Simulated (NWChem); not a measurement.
System: SiNH$_{2}$F, singlet; SMILES N[Si]F

NWChem printed, in part:

```
             Northwest Computational Chemistry Package (NWChem) 7.3.0
             --------------------------------------------------------

                             Geometry "geometry" -> ""
                             -------------------------

 Output coordinates in angstroms (scale by  1.889725989 to convert to a.u.)

  No.       Tag          Charge          X              Y              Z
 ---- ---------------- ---------- -------------- -------------- --------------
    1 Si                  14.0000    -0.64342400     0.05061900     0.00000000
    2 F                    9.0000     0.43099600     1.29835700     0.00000000
    3 N                    7.0000     0.49069600    -1.23399900     0.00000000
    4 H                    1.0000     1.50097100    -1.11341400     0.00000000
    5 H                    1.0000     0.21338300    -2.21022000     0.00000000

 Effective nuclear repulsion energy (a.u.)     100.7822383802

                              NWChem Property Module
                              ----------------------

  itol2e modified to match energy
  convergence criterion.

                                 NWChem DFT Module
                                 -----------------

 Summary of "ao basis" -> "ao basis" (spherical)
 ------------------------------------------------------------------------------
       Tag                 Description            Shells   Functions and Types
 ---------------- ------------------------------  ------  ---------------------
 Si                         pcsseg-1                10       24   4s5p1d
 F                          pcsseg-1                 7       17   3s3p1d
 N                          pcsseg-1                 7       17   3s3p1d
 H                          pcsseg-1                 3        5   2s1p

  itol2e modified to match energy
  convergence criterion.

            General Information
            -------------------
          SCF calculation type: DFT
          Wavefunction type:  closed shell.
          No. of atoms     :     5
          No. of electrons :    32
           Alpha electrons :    16
            Beta electrons :    16
          Charge           :     0
          Spin multiplicity:     1
          Use of symmetry is: off; symmetry adaption is: off
          Maximum number of iterations: 150
          AO basis - number of functions:    68
                     number of shells:    30
          Convergence on energy requested:  1.00D-07
          Convergence on density requested:  1.00D-05
          Convergence on gradient requested:  5.00D-04

              XC Information
              --------------
                        Slater Exchange Functional  1.000 local
                      VWN V Correlation Functional  1.000 local

             Grid Information
             ----------------
          Grid used for XC integration:  fine
          Radial quadrature: Mura-Knowles
          Angular quadrature: Lebedev.
          Tag              B.-S. Rad. Rad. Pts. Rad. Cut. Ang. Pts.
          ---              ---------- --------- --------- ---------
          Si                  1.10      123           9.0       770
          F                   0.50       70          10.0       590
          N                   0.65       70           8.0       590
          H                   0.35       60          10.0       590
          Grid pruning is: on
          Number of quadrature shells:   383
          Spatial weights used:  Erf1

      Superposition of Atomic Density Guess
      -------------------------------------

 Sum of atomic energies:        -443.46100545

      Non-variational initial energy
      ------------------------------

 Total energy =    -444.135538
 1-e energy   =    -814.267943
 2-e energy   =     269.350167
 HOMO         =      -0.284284
 LUMO         =      -0.014892

   convergence    iter        energy       DeltaE   RMS-Dens  Diis-err
 ---------------- ----- ----------------- --------- --------- ---------
 d= 0,ls=0.0,diis     1   -443.0048390328 -5.44D+02  1.90D-02  1.35D+00
 d= 0,ls=0.0,diis     2   -442.7436370223  2.61D-01  1.41D-02  3.88D+00
 d= 0,ls=0.0,diis     3   -443.0862115203 -3.43D-01  2.38D-03  1.81D-01
 d= 0,ls=0.0,diis     4   -443.0959380941 -9.73D-03  1.75D-03  3.06D-02
 d= 0,ls=0.0,diis     5   -443.0986658755 -2.73D-03  5.90D-04  6.22D-03
  Resetting Diis
 d= 0,ls=0.0,diis     6   -443.0993412183 -6.75D-04  8.84D-05  4.95D-05
 d= 0,ls=0.0,diis     7   -443.0993457520 -4.53D-06  5.57D-05  4.02D-06
 d= 0,ls=0.0,diis     8   -443.0993445726  1.18D-06  2.98D-05  1.84D-05
 d= 0,ls=0.0,diis     9   -443.0993461433 -1.57D-06  6.18D-06  3.19D-07
 d= 0,ls=0.0,diis    10   -443.0993461698 -2.65D-08  1.71D-06  4.18D-08

         Total DFT energy =     -443.099346169785
      One electron energy =     -816.865223867537
           Coulomb energy =      309.755591732457
    Exchange-Corr. energy =      -36.771952414856
 Nuclear repulsion energy =      100.782238380151

 Numeric. integr. density =       31.999999781179

                       DFT Final Molecular Orbital Analysis
                       ------------------------------------

 Vector   14  Occ=2.000000D+00  E=-3.512575D-01
              MO Center=  3.1D-01,  1.0D+00,  1.2D-09, r^2= 1.3D+00
   Bfn.  Coefficient  Atom+Function         Bfn.  Coefficient  Atom+Function
  ----- ------------  ---------------      ----- ------------  ---------------
    32      0.381757  2 F  py                35      0.360253  2 F  py
    31     -0.242269  2 F  px                34     -0.240166  2 F  px
    29      0.213174  2 F  py                28     -0.136116  2 F  px
    64     -0.126830  5 H  s                  3      0.120868  1 Si s
    49      0.111991  3 N  py                14     -0.082071  1 Si px

 Vector   15  Occ=2.000000D+00  E=-2.657935D-01
              MO Center=  3.8D-01, -9.9D-01, -5.5D-10, r^2= 1.4D+00
   Bfn.  Coefficient  Atom+Function         Bfn.  Coefficient  Atom+Function
  ----- ------------  ---------------      ----- ------------  ---------------
    53      0.464691  3 N  pz                50      0.397724  3 N  pz
    47      0.209305  3 N  pz                16      0.154488  1 Si pz
    36     -0.133308  2 F  pz                33     -0.126734  2 F  pz
    19      0.103311  1 Si pz                30     -0.071590  2 F  pz
    21     -0.053706  1 Si d -1              10     -0.043096  1 Si pz

 Vector   16  Occ=2.000000D+00  E=-2.252601D-01
              MO Center= -9.0D-01,  4.6D-02, -1.2D-11, r^2= 2.3D+00
   Bfn.  Coefficient  Atom+Function         Bfn.  Coefficient  Atom+Function
  ----- ------------  ---------------      ----- ------------  ---------------
     4      0.507377  1 Si s                  3      0.468854  1 Si s
     2     -0.301972  1 Si s                 14     -0.296581  1 Si px
    44     -0.249932  3 N  s                 17     -0.185951  1 Si px
    34      0.185568  2 F  px                31      0.178962  2 F  px
    51      0.115528  3 N  px                52     -0.115348  3 N  py

 Vector   17  Occ=0.000000D+00  E=-7.615958D-02
              MO Center= -5.7D-01, -1.9D-02,  7.5D-11, r^2= 2.8D+00
   Bfn.  Coefficient  Atom+Function         Bfn.  Coefficient  Atom+Function
  ----- ------------  ---------------      ----- ------------  ---------------
    19      0.645151  1 Si pz                16      0.498629  1 Si pz
    53     -0.327671  3 N  pz                50     -0.196265  3 N  pz
    36     -0.185959  2 F  pz                33     -0.144300  2 F  pz
    10     -0.115502  1 Si pz                47     -0.107444  3 N  pz
     7     -0.098924  1 Si pz                30     -0.083228  2 F  pz

 Vector   18  Occ=0.000000D+00  E=-9.413201D-03
              MO Center= -5.6D-01, -1.7D-01, -9.1D-11, r^2= 4.3D+00
   Bfn.  Coefficient  Atom+Function         Bfn.  Coefficient  Atom+Function
  ----- ------------  ---------------      ----- ------------  ---------------
    18      0.852632  1 Si py                44      0.674128  3 N  s
    60     -0.376481  4 H  s                 27     -0.333802  2 F  s
    15      0.331061  1 Si py                59     -0.171621  4 H  s
    34      0.160605  2 F  px                31      0.131018  2 F  px
    65     -0.131138  5 H  s                 43      0.116555  3 N  s

 Vector   19  Occ=0.000000D+00  E= 1.818144D-02
              MO Center=  4.2D-01, -1.1D+00, -1.4D-10, r^2= 4.8D+00
   Bfn.  Coefficient  Atom+Function         Bfn.  Coefficient  Atom+Function
  ----- ------------  ---------------      ----- ------------  ---------------
    44      0.965037  3 N  s                 65     -0.896607  5 H  s
    17     -0.475111  1 Si px                60     -0.461654  4 H  s
    27      0.329815  2 F  s                 18     -0.299972  1 Si py
     4     -0.226369  1 Si s                 14     -0.207284  1 Si px
    43      0.183928  3 N  s                 52     -0.174169  3 N  py

     Multipole analysis of the density
     ---------------------------------

     L   x y z        total         alpha         beta         nuclear
     -   - - -        -----         -----         ----         -------
     0   0 0 0     -0.000000    -16.000000    -16.000000     32.000000

     1   1 0 0      0.317639      0.139682      0.139682      0.038275
     1   0 1 0     -0.978297     -0.897567     -0.897567      0.816838
     1   0 0 1     -0.000000     -0.000000     -0.000000      0.000000

     2   2 0 0    -18.147596    -29.521113    -29.521113     40.894630
     2   1 1 0     -1.321803      2.555104      2.555104     -6.432011
     2   1 0 1      0.000000      0.000000      0.000000      0.000000
     2   0 2 0    -16.575775    -65.409718    -65.409718    114.243661
     2   0 1 1      0.000000      0.000000      0.000000      0.000000
     2   0 0 2    -17.969855     -8.984927     -8.984927      0.000000

          -----------------------
          Electric field gradient
          -----------------------

 1 a.u. = 0.324123 10**(16) esu/cm**3  ( or statvolts/cm**2 ) = 0.97174 10**(22) v/m**2

 ------------------------------------------------------------
   Atom      X         Y         Z
 ------------------------------------------------------------
    1 Si  -1.21590   0.09566   0.00000
 ------------------------------------------------------------

 Electric field gradient in molecular frame (a.u.)
         XX             YY             ZZ             XY             XZ             YZ
 ------------------------------------------------------------------------------------------
        1.186072      -0.048052      -1.138020      -0.421836       0.000000      -0.000000

 Principal components (a.u.) and orientation
 of principal axis w.r.t. absolute frame                      Asymmetry parameter eta
 --------------------------------------------------------------------------------------
        1.316480      -1.138020      -0.178460                       0.728884

        0.955389      -0.000000       0.295352
       -0.295352       0.000000       0.955389
        0.000000       1.000000      -0.000000

[...]

          -----------------------------------------
          Chemical Shielding Tensors (GIAO, in ppm)
          -----------------------------------------

                                NWChem CPHF Module
                                ------------------

  scftype          =     RHF
  nclosed          =       16
  nopen            =        0
  variables        =      832
  # of vectors     =        3
  tolerance        = 0.10D-03
  level shift      = 0.00D+00
  max iterations   =       50
  max subspace     =       30

 SCF residual:    5.1082286414682949E-005

Iterative solution of linear equations
  No. of variables      832
  No. of equations        3
  Maximum subspace       30
        Iterations       50
       Convergence  1.0D-04

   iter   nsub   residual    time
   ----  ------  --------  ---------
     1      3    4.65D-05       9.3

      Atom:    1  Si
        Diamagnetic
    876.8707      1.1777     -0.0000
      1.1777    881.0937      0.0000
     -0.0000      0.0000    874.0361

        Paramagnetic
   -507.8777   -116.5259      0.0000
   -116.5259   -891.2269      0.0000
      0.0000      0.0000   -631.3047

        Total Shielding Tensor
    368.9930   -115.3481      0.0000
   -115.3481    -10.1332      0.0000
      0.0000      0.0000    242.7314

           isotropic =     200.5304
          anisotropy =     301.1984

          Principal Components and Axis System
                 1           2           3
              401.3293    242.7314    -42.4696

      1         0.9629     -0.0000      0.2699
      2        -0.2699      0.0000      0.9629
      3         0.0000      1.0000     -0.0000

      Atom:    2  F
        Diamagnetic
    473.2779     10.7283      0.0000
     10.7283    480.7561     -0.0000
      0.0000     -0.0000    464.3876

        Paramagnetic
   -291.4848    163.9162     -0.0000
    163.9162   -466.2059      0.0000
     -0.0000      0.0000   -160.9774

        Total Shielding Tensor
    181.7931    174.6445     -0.0000
    174.6445     14.5502      0.0000
     -0.0000      0.0000    303.4103

           isotropic =     166.5845
          anisotropy =     205.2386

          Principal Components and Axis System
                 1           2           3
              303.4103    291.8033    -95.4601

      1        -0.0000      0.8461     -0.5330
      2        -0.0000      0.5330      0.8461
      3         1.0000      0.0000     -0.0000

      Atom:    3  N
        Diamagnetic
    326.8762     -3.4161     -0.0000
     -3.4161    330.4266      0.0000
     -0.0000      0.0000    303.6914

        Paramagnetic
   -207.5033   -144.3621      0.0000
   -144.3621   -259.5649      0.0000
      0.0000      0.0000   -132.8520

        Total Shielding Tensor
    119.3729   -147.7782      0.0000
   -147.7782     70.8616      0.0000
      0.0000      0.0000    170.8394

           isotropic =     120.3580
          anisotropy =     186.7723

          Principal Components and Axis System
                 1           2           3
              244.8728    170.8394    -54.6383

      1         0.7622      0.0000      0.6473
      2        -0.6473      0.0000      0.7622
      3         0.0000      1.0000     -0.0000

      Atom:    4  H
        Diamagnetic
     43.2003     -0.1600      0.0000
     -0.1600     26.7311      0.0000
      0.0000      0.0000     20.7310

        Paramagnetic
    -10.1309     -4.4008      0.0000
     -4.4008     -4.4979      0.0000
      0.0000      0.0000      2.7620

        Total Shielding Tensor
     33.0694     -4.5608      0.0000
     -4.5608     22.2333      0.0000
      0.0000      0.0000     23.4929

           isotropic =      26.2652
          anisotropy =      12.7024

          Principal Components and Axis System
                 1           2           3
               34.7335     23.4929     20.5692

      1         0.9394     -0.0000      0.3428
      2        -0.3428      0.0000      0.9394
      3         0.0000      1.0000     -0.0000

      Atom:    5  H
        Diamagnetic
     26.0519      3.5786     -0.0000
      3.5786     44.2702      0.0000
     -0.0000      0.0000     22.2912

        Paramagnetic
     -3.3226     -5.4956      0.0000
     -5.4956    -12.3181      0.0000
      0.0000      0.0000      2.5378

        Total Shielding Tensor
     22.7293     -1.9170      0.0000
     -1.9170     31.9521      0.0000
      0.0000      0.0000     24.8290

           isotropic =      26.5035
          anisotropy =       8.7468

          Principal Components and Axis System
                 1           2           3
               32.3347     24.8290     22.3467

      1        -0.1957      0.0000      0.9807
      2         0.9807     -0.0000      0.1957
      3         0.0000      1.0000     -0.0000
```

Level: LDA (Slater exchange, VWN5)/pcSseg-1, GIAO. Low-valent species are run as closed-shell singlets; no triplet was tried in these runs. Geometry: optimised at PBE0/def2-SVP. NWChem prints the field gradient with the sign opposite to the second derivative of the potential. The printed shielding anisotropy is the first printed principal value minus the mean of the other two.

**Question.** Which NWChem input produces such a log?

**Answer.** This is not unique; one that fits is the input that was run:
```
start job
memory heap 200 mb stack 900 mb global 1100 mb
geometry units angstroms noautosym nocenter noautoz
  Si    -0.643424     0.050619     0.000000
  F      0.430996     1.298357     0.000000
  N      0.490696    -1.233999     0.000000
  H      1.500971    -1.113414     0.000000
  H      0.213383    -2.210220     0.000000
end
basis spherical
  * library pcsseg-1
end
dft
  xc slater vwn_5
  iterations 150
end
property
  shielding
  efieldgrad
end
task dft property
```
